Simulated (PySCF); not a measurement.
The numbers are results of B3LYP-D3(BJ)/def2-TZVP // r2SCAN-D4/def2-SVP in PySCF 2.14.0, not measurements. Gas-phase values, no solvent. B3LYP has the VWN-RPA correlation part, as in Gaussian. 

Reference species: [Zr(H)4] (neutral, multiplicity 1).

```json
{
  "charge on the central atom (Mulliken)": "0.79 e",
  "LUMO": "-2.74 eV"
}
```

Changed species: [Zr(Cl)3(H)] (1 of 4 Cl replaced by H; the reference has 4 of 4 Cl replaced by H).

Q: Give the shifts of the charge on the central atom (Mulliken) and LUMO.

A: the charge on the central atom (Mulliken) rises by 0.35 e, to 1.14 e; the LUMO drops by 0.21 eV, to -2.95 eV.
